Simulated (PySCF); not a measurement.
**TeH⁻ at RHF-CCSD(T)**

Level: RHF-CCSD(T). Te aug-cc-pVDZ-PP with ECP28, H aug-cc-pVDZ; scalar-relativistic core potentials (PySCF 2.14).

* state: ¹Σ⁺ (singlet), closed shell
* bond length: 1.675 Å
* harmonic wavenumber: 2047 cm⁻¹
* force constant: 2.47 mdyn/Å
* rotational constant Be: 6.008 cm⁻¹
* anharmonicity ωexe: 38.8 cm⁻¹
* vibration–rotation constant αe: 0.169 cm⁻¹

Correlated steps freeze 4 core orbitals. Spin–orbit coupling is left out, which matters for elements this heavy, above all for dissociation energies.
